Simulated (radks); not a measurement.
Results of a calculation; reference values are marked as such.
Question: Ionisation of the copper ion Cu+, [Ar] 3d10, to [Ar] 3d9 as the strength of local exchange is varied. Level of theory: non-relativistic Kohn-Sham, Slater X-alpha exchange (alpha = 2/3 is LDA exchange), no correlation, spin-unpolarised, spherical densities, point nucleus (a radial shooting solver on a logarithmic mesh with Libxc functionals).

alpha  E(Cu+) (hartree)  exchange (hartree)  IE (eV)  -e of the level emptied (eV)  <r> of it (bohr)
0.642       -1632.68279           -59.24396   19.864                   12.339 (3d)             1.025
0.667       -1634.99163           -61.64864   20.332                   12.716 (3d)             1.017
0.726       -1640.45500           -67.35252   21.466                   13.639 (3d)            0.9997
0.861       -1653.03246           -80.55540   24.232                   15.930 (3d)            0.9627
0.883       -1655.09220           -82.72689   24.704                   16.327 (3d)            0.9571
x           -1667.98207           -96.37397   27.789                   18.949 (3d)            0.9238

Which alpha was used in the last row?

Answer: alpha = 1.02. NIST Atomic Spectra Database: 20.292 eV (measured). The Delta-SCF value meets it near alpha = 0.66. Spin polarisation and multiplet splitting are left out, so open shells lie too high by an amount that depends on their filling.

Beside tabulated values, note that spin-unpolarised runs miss the spin-polarisation part of the exchange energy of open shells.
